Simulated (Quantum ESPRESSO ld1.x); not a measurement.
Results of a calculation; reference values are marked as such.
One sound ld1.x (Quantum ESPRESSO 7.5) input for the holmium ion Ho+ gives E = -12064.836 hartree in 28 iterations:

```
 &input
    zed=67.0,
    iswitch=1,
    rel=0,
    dft='PBESOL',
    config='[Xe] 4f11 6s1',
    verbosity='high',
    prefix='ld1',
    max_out_wfc=37,
    file_charge='ld1.rho',
 /
```

Changed or added lines, one case at a time, and what came of them:

- config='[Xe] 4f11 6s1 7d-1': harmless. A negative occupation marks a state as unused; the result equals that of the sound run.
- atom='Jo' (without zed): crashed. The symbol names no element; the program warns, takes a nuclear charge of zero and dies without a result.
- zval=1: refused. The program stops in ld1_readin with "reading input namelist": the namelist holds a keyword that &input does not know.
- dft='HF': refused. The program stops in ld1_setup with "HF not implemented yet": ld1.x has no Hartree-Fock; KLI and OEP are its exact-exchange options.
- lsd=2: refused. The program stops in ld1_readin with "lsd not correct": lsd takes 0 or 1.
- xmin=-12.0: usable despite the warning. The mesh starts very near the nucleus, where rounding noise keeps the residual above the threshold; the energy differs from the sound run by less than 1e-5 hartree.
- tr2=1e-30: usable despite the warning. The threshold lies below the rounding noise, so the cycle runs to its limit and warns, but the energy differs from the sound run by less than 1e-5 hartree.
